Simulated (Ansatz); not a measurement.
Consider the redistribution: `C[SiH2][SiH2]F` + `C#CC[SiH](F)Cl` → `C#C[SiH2][SiH2]C` + `FC[SiH](F)Cl`.

Program: Ansatz. Geometries: PBE0-D4/def2-TZVP. ΔE: electronic, gas phase. CBS: MP2 limit from def2 TZ/QZ plus the TZ coupled-cluster correction, frozen cores. DFT in def2-TZVPP. One conformer a species, not always the lowest.

`C[SiH2][SiH2]F`:

Z-matrix (Å, degrees):
```
C
Si 1 1.875
H 1 1.092 2 110.6
H 1 1.092 2 110.7 3 120.0
H 1 1.092 2 110.8 3 -119.9
Si 2 2.343 1 111.7 3 59.9
H 2 1.490 1 110.7 3 -61.7
H 2 1.492 1 110.8 3 178.9
F 6 1.610 2 109.6 1 -57.9
H 6 1.489 2 111.6 1 60.6
H 6 1.487 2 112.3 1 -177.3
```

`C#CC[SiH](F)Cl`:

Cartesian coordinates in Å:
```
C 0.884 -0.302 -2.183
C 0.811 -0.341 -0.986
C 0.651 -0.361 0.451
Si -1.021 0.327 0.924
F -1.201 0.137 2.495
Cl -1.102 2.319 0.515
H 0.967 -0.271 -3.244
H 1.429 0.228 0.947
H 0.718 -1.384 0.839
H -2.136 -0.352 0.240
```

`C#C[SiH2][SiH2]C`:

Cartesian coordinates in Å:
```
C -2.035 2.179 -0.376
C -0.873 1.856 -0.399
Si 0.863 1.284 -0.390
Si 0.943 -0.764 0.742
C -0.263 -1.982 -0.017
H -3.059 2.475 -0.359
H 1.311 1.139 -1.802
H 1.705 2.319 0.266
H 0.610 -0.520 2.173
H 2.336 -1.293 0.683
H -1.277 -1.577 0.007
H -0.004 -2.188 -1.058
H -0.257 -2.928 0.530
```

`FC[SiH](F)Cl`:

Z-matrix (Å, degrees):
```
C
Si 1 1.876
F 1 1.388 2 109.9
H 1 1.095 2 110.6 3 -120.0
H 1 1.095 2 110.9 3 120.3
Cl 2 2.040 1 107.1 3 175.9
F 2 1.588 1 109.6 3 -66.4
H 2 1.475 1 113.6 3 54.7
```

```json
{"level": "r2SCAN", "ΔE (eV)": "1.84"}
{"level": "CCSD/CBS(def2)", "ΔE (eV)": "1.90"}
```

Q: What does CCSD(T)/CBS give? (Estimate.)

A: The calculation gave: +1.88 eV. The listed levels differ from it by -0.04, 0.02 eV.

Largest T1 diagnostic among the species: 0.012.

From PBE to PBE0 (25 % exact exchange), in def2-TZVPP and without D4, ΔE moves by +0.07 eV.
